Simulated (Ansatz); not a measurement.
A series at Si: from `[SiH3][GeH3]`, ligands are replaced one by one, each step taking up H–F and setting free H₂; n counts the steps. Ansatz, PBE0-D4/def2-TZVP geometries.

CBS adds triple-zeta CCSD(T) − MP2 to the MP2 limit, frozen cores; atoms without spin–orbit coupling. Outer-core shells of Ge are correlated without core-valence functions. Scalar relativity is left out up to krypton. Spin–orbit coupling is left out.

```csv
n,molecule,"atomization energy, CCSD(T)/CBS (kJ/mol)"
0,`[SiH3][GeH3]`,2151.3
1,`F[SiH2][GeH3]`,2383.9
2,`F[SiH](F)[GeH3]`,?
3,`F[Si](F)(F)[GeH3]`,2920.9
```

Q: By hand: fit a straight line y = ȳ + b (n − n̄) to the 3 given rows and predict n = 2.

A: n̄ = 1.333, ȳ = 2485.37; Σ(n − n̄)(y − ȳ) = 1205.13, Σ(n − n̄)² = 4.667, so b = 258.22 kJ/mol a step. Prediction: 2485.37 + (258.22) × (0.667) = 2657.6 kJ/mol.

Q: By hand: compare with the computed value, 2645.6 kJ/mol, and give the steps along the whole series.

A: The line misses by -12.0 kJ/mol (computed minus predicted). Steps: 232.6, 261.7, 275.3 kJ/mol.

The steps grow at each stage, from 232.6 to 275.3 kJ/mol, so the series is curved. The miss is 1.6 % of the series' range. The energies themselves are unsure by some kJ/mol a bond, though much of that is common to the series.
